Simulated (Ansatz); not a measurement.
Relaxation of C3H9BSi (14 atoms, charge 0, multiplicity 1), to a largest force component of 0.02 eV/Å in at most 50 steps.

Method: RKS PBE/cc-pVDZ (Ansatz).

```xyz
14
Properties=species:S:1:pos:R:3
B 0.345 1.452 1.438
C -0.145 0.070 0.935
C -1.233 -0.541 1.460
Si 0.856 -0.701 -0.464
C 0.019 -0.190 -2.097
H 1.215 2.060 0.923
H -0.262 2.040 2.304
H -1.480 -1.500 1.109
H -1.764 -0.067 2.321
H 0.715 -2.175 -0.319
H 2.180 -0.288 -0.404
H 0.589 -0.644 -2.902
H -1.093 -0.477 -2.123
H 0.047 0.933 -2.152
```

Question: Where does it end, and by what steps?

Answer: It converged. After 10 steps the energy has fallen by 0.456 eV; H8 moved furthest, 0.61 Å.

| step | energy less start (eV) | largest force component (eV/Å) | accepted |
| --- | --- | --- | --- |
| 0 | 0.0000 | 3.067 | yes |
| 1 | -0.1171 | 1.617 | yes |
| 2 | -0.2852 | 2.105 | yes |
| 3 | -0.4308 | 0.164 | yes |
| 4 | -0.4448 | 0.206 | yes |
| 5 | -0.4520 | 0.065 | yes |
| 6 | -0.4542 | 0.076 | yes |
| 7 | -0.4552 | 0.058 | yes |
| 8 | -0.4559 | 0.050 | yes |
| 9 | -0.4545 | 0.135 | no |
| 10 | -0.4564 | 0.019 | yes |

```xyz
14
Properties=species:S:1:pos:R:3
B 0.078 1.546 1.255
C -0.172 0.044 0.958
C -1.030 -0.630 1.778
Si 0.669 -0.831 -0.508
C 0.188 -0.025 -2.159
H 0.810 2.228 0.560
H -0.477 2.065 2.209
H -1.275 -1.700 1.647
H -1.525 -0.118 2.624
H 0.274 -2.294 -0.502
H 2.170 -0.745 -0.333
H 0.721 -0.513 -3.000
H -0.903 -0.109 -2.341
H 0.458 1.051 -2.159
```

Run time: 53 s on 2 threads of Arm Neoverse N1 (shared host), peak memory 0.16 GiB.
